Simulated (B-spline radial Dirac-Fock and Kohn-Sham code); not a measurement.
Dipole and non-dipole photoemission parameters of Mg²⁺ 1s

System: magnesium as Mg²⁺, [He] 2s2 2p6; threshold 1315.3 eV (orbital energy of the model). The computed values come from a radial finite-basis atomic code: Dirac-Hartree-Slater photoionisation with a Latter tail; cross sections with all multipoles, angular parameters from the dipole term and its interference with E2.

The run's input, task.json:

```json
{"items": [{
  "Z": 12,
  "q": 2,
  "cfg": [[1, 0, 2], [2, 0, 2], [2, 1, 6]],
  "A": 24,
  "rrms": 3.057,
  "do": "xps",
  "hv": [64.5, 80, 89.8, 123.0, 146.0, 150, 198.0, 200, 202.0, 240.0, 300, 473.0, 604.0, 679.0, 703.0, 1253.6, 1700.0, 2910.0, 2984.4, 3060.0, 3070.0, 3300.0, 3980.0, 4260.0, 5810.0, 6000, 6060.0, 6500.0, 8890.0, 12000]
}]}
```

Run with: `python xray2_run.py task.json out`

For linearly polarised light dσ/dΩ = σ/(4π) [1 + β P₂(cos θ) + (δ + γ cos²θ) sin θ cos φ], with θ from the polarisation vector and φ the angle between the beam and the projection of the electron momentum on the plane normal to the polarisation.

| hν (eV) | σ (kb) | β | γ |
| --- | --- | --- | --- |
| 1700 | 109 | 2.000 | 0.247 |
| 2910 | 26.8 | 2.000 | 0.771 |
| 2984.4 | 25.1 | 2.000 | 0.795 |
| 3060 | 23.4 | 2.000 | 0.818 |
| 3070 | 23.2 | 2.000 | 0.821 |
| 3300 | 19.0 | 2.000 | 0.889 |
| 3980 | 11.3 | 2.000 | 1.069 |
| 4260 | 9.34 | 2.000 | 1.136 |
| 5810 | ? | ? | ? |
| 6000 | 3.50 | 2.000 | 1.493 |
| 6060 | 3.40 | 2.000 | 1.504 |
| 6500 | 2.77 | 2.000 | 1.582 |
| 8890 | 1.10 | 2.000 | 1.953 |
| 12000 | 0.444 | 2.000 | 2.354 |

Q: Give the values at 5810 eV.

A: σ = 3.84 kb, β = 2.000, γ = 1.458. For an s subshell δ is negligible.
